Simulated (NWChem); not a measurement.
Species: InI, singlet; SMILES [In][I]

Results from NWChem. Low-valent species are run as closed-shell singlets; no triplet was tried in these runs. Coordinates come from a PBE0-D3(BJ)/def2-TZVP optimisation. def2 effective core potentials on In, I; no spin-orbit coupling.

What does the run give for PBE0/def2-QZVP? Quantities: highest occupied level (eV); orbital gap (eV); dipole (D).


```
Property                     Result
---------------------------  ------
highest occupied level (eV)   -6.82
orbital gap (eV)               4.84
dipole (D)                     3.54
```
